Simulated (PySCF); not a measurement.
**C5H11NO2Si2: full NMR table**

- Formula: C5H11NO2Si2
- SMILES: O=C(O)C#CCCN([SiH3])[SiH3]
- InChI: InChI=1S/C5H11NO2Si2/c7-5(8)3-1-2-4-6(9)10/h2,4H2,9-10H3,(H,7,8)
- Point group of the computed structure: Cs
- Degrees of unsaturation: 3
- Carbon signals: 5
- Proton signals: 4

Bonds (- single, = double, # triple, : aromatic): O1=C2, C2-O3, C2-C4, C4#C5, C5-C6, C6-C7, C7-N8, N8-Si9, N8-Si10. O3 carries H11; C6 carries H12, H13; C7 carries H14, H15; Si9 carries H16, H17, H18; Si10 carries H19, H20, H21.

- shieldings: GIAO PBE0/pcSseg-1
- GFN2-xTB structure
- run in PySCF 2.14.0 with density-fitted response routines
- equivalent nuclei averaged, one conformer, relativity neglected, no solvent model

Scale: ¹H (σ = 31.72 ppm), ¹³C (σ = 186.93 ppm), ²⁹Si (σ = 349.16 ppm) against TMS; ¹⁵N (σ = 267.73 ppm) against NH3; ¹⁷O (σ = 336.08 ppm) against H2O (reference shieldings calculated alike).

| carbon | δC, type | δH (multiplicity) | HMBC from (2–3 bonds) | span of the C tensor (ppm) |
| --- | --- | --- | --- | --- |
| C2 | 157.9, C | – | – | 158 |
| C4 | 79.6, C | – | H12/H13 | 246 |
| C5 | 95.8, C | – | H14/H15, H12/H13 | 248 |
| C6 | 23.0, CH2 | 2.60 (t) | H14/H15 | 33 |
| C7 | 57.8, CH2 | 3.35 (t) | H16/H17/H18/H19/H20/H21, H12/H13 | 63 |

Other nuclei:
```json
{"atoms": "H11", "nucleus": "¹H", "environment": "hydrogen on an acid hydroxyl oxygen", "δ (ppm)": "6.20", "σ (ppm)": "25.52"}
{"atoms": "H16/H17/H18/H19/H20/H21", "nucleus": "¹H", "environment": "hydrogen on a silicon bonded to N", "δ (ppm)": "4.76", "σ (ppm)": "26.96"}
{"atoms": "Si9/Si10", "nucleus": "²⁹Si", "environment": "silicon bonded to N, 3 H", "δ (ppm)": "-43.9", "σ (ppm)": "393.1"}
{"atoms": "N8", "nucleus": "¹⁵N", "environment": "nitrogen bonded to C, 2 Si", "δ (ppm)": "15.8", "σ (ppm)": "252.0"}
{"atoms": "O1", "nucleus": "¹⁷O", "environment": "carbonyl oxygen", "δ (ppm)": "452.9", "σ (ppm)": "-116.8"}
{"atoms": "O3", "nucleus": "¹⁷O", "environment": "acid hydroxyl oxygen", "δ (ppm)": "217.3", "σ (ppm)": "118.7"}
```

- Carbon types of the structure: 3 × C, 2 × CH2, leaving 7 H on heteroatoms.
- δC 157.9: carboxylic acid carbon; it is a carbonyl in resonance with an O or N lone pair, the region of acids, esters and amides.
- δC 95.8, 79.6: alkyne carbon; sp carbons lie upfield of alkene carbons because the cylindrical π system leaves one tensor component strongly shielded.
- δC 57.8: sp3 CH2 bonded to N; the inductive effect lowers its shielding.
- δC 23.0: propargylic sp3 CH2; saturated and bonded to C and H only.
- δH 3.35: hydrogen on an sp3 CH2 bonded to N; its carbon carries N, hence the downfield position.

OH/NH shifts are gas-phase values; hydrogen bonding in solution moves them, usually downfield. Shifts are as computed. Against solution values, carbons near 30 ppm lie about +3 ppm off and those near 130 ppm about +5 ppm. Of 1309 compounds with measured shifts, 239 miss one by over three times the rms of a fit or turn the order of signals round; such compounds aren't used in these exercises. In solution the two oxygens of a carboxylic acid exchange roles by proton transfer and give one 17O line. Hydrogen bonding in solution shields acid and N–H amide carbonyl oxygens by tens of ppm. The C=O carbon of an acid or of an amide with N–H lies up to 10 ppm further downfield in solution, through hydrogen bonding that the calculation lacks. Unscaled 17O shifts of doubly bonded oxygen tend to come out too high, by tens of ppm or more. Experimental scales use liquid or dissolved standards, which lie at an offset from isolated NH3 (liquid NH3: subtract about 20 ppm) and H2O (liquid H2O: subtract about 36 ppm). No couplings were computed; multiplicities are counted from neighbouring protons, with m where these are inequivalent, close in shift, in a saturated or five-membered ring or joined by F or P, and br s for small geminal =CH2 splittings.
